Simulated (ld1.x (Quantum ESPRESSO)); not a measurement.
# F (Z = 9), TM: configuration errors across variants

- Element: F
- Generator: ld1.x (Quantum ESPRESSO) 7.5
- Type: norm-conserving Troullier–Martins (Kleinman–Bylander form)
- Functional: PBEsol
- Relativity: scalar-relativistic
- Frozen core: [He]
- Valence charge: 7
- Reference configuration: 2s1.75 2p5.25
- Partial waves: 2p (bound): rc 1.60 bohr; 3d channel at -0.1 Ry: rc 1.50 bohr; 2s (bound): rc 0.55 bohr
- Local potential: the s channel
- Core correction: none

All-electron excitation energies from the reference (eV): (1) 2s2 2p5 -4.669; (2) 2s2 2p4 14.648; (3) 2s2 2p3 52.926; (4) 2s2 2p2 113.415; (5) 2s2 2p4.5 2.841; (6) 2s2 2p1 199.007; (7) 2s1 2p5 33.636.

1 further variants failed, have other tests or another functional or relativity, and are left out.

A true bound ghost makes a file unfit for plane-wave use even where its test errors are small: the radial tests pick states by their node count and pass the ghost by.

Errors AE − PS in meV (a dash: test not solved or not reliable):

| change | (1) | (2) | (3) | (4) | (5) | (6) | (7) | bound ghosts |
| --- | --- | --- | --- | --- | --- | --- | --- | --- |
| base | +1.1 | +70 | +421 | +1527 | +20 | +4120 | -69 | none |
| type RRKJ; local potential all-electron potential smoothed inside 1.35 bohr (lloc = -1) | +0.6 | +76 | +450 | +1660 | +23 | +4543 | -113 | s |
| local potential the d channel | +1.1 | +74 | +444 | +1586 | +20 | +4227 | -64 | none |
| wave 3d channel at -0.1 Ry: rc 1.50 bohr becomes 3d channel at -0.1 Ry: rc 1.24 bohr | +1.1 | +70 | +421 | +1527 | +20 | +4120 | -69 | none |
| wave 2s (bound): rc 0.55 bohr becomes 2s (bound): rc 0.50 bohr | +1.5 | +72 | +428 | +1544 | +21 | +4152 | -62 | none |

Problem. Give the same row for: all radii scaled by about 0.79 (s 0.44, p 1.26, d 1.18 bohr).

Solution. +2.6, +30, +170, +639, +10, +1840, -3.2; bound ghosts: none.
